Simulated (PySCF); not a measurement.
Mo(CH)Cl3, CHCl3Mo (singlet state).
SMILES: `[CH]#[Mo]([Cl])([Cl])[Cl]`

The closed-shell ground state was solved at several levels (PySCF, density fitting, gas phase). Geometry: PBE0-D3(BJ)/def2-SVP; no solvent, vibrations or thermal averaging. Atoms past krypton carry effective core potentials; spin–orbit coupling is left out.

```csv
level,basis functions,total energy (Eh),HOMO (eV),LUMO (eV),gap (eV),dipole (D)
wB97X-D/def2-SVPD,143,-1487.1506,-10.07,-1.88,8.19,1.69
PBE0/pcSseg-1 (def2-TZVP on Mo),134,-1487.0550,-8.25,-3.58,4.67,1.52
```

(1) Estimate the row for B3LYP/pcSseg-1 (def2-TZVP on Mo), a basis of 134 functions; the other rows only guide the guess.

(2) Over all these levels, which gives the widest orbital gap and which the narrowest?

(3) How far do the dipole and the HOMO energy spread over the levels?

Answers

(1) Total energy -1487.6466 Eh, HOMO -7.95 eV, LUMO -3.73 eV, gap 4.22 eV, dipole 1.42 D.

(2) wB97X-D/def2-SVPD (range-separated hybrid) has the widest, 8.19 eV, and B3LYP/pcSseg-1 (def2-TZVP on Mo) (global hybrid, 20 % exact exchange) the narrowest, 4.22 eV. Functional and basis both differ between the two, so the spread mixes both effects.

(3) The dipole runs from 1.42 to 1.69 D (mean 1.54 D) and the HOMO from -10.07 to -7.95 eV.

The pairwise dispersion term of wB97X-D wasn't added to the energies; at a given geometry it leaves orbitals and properties as they are.
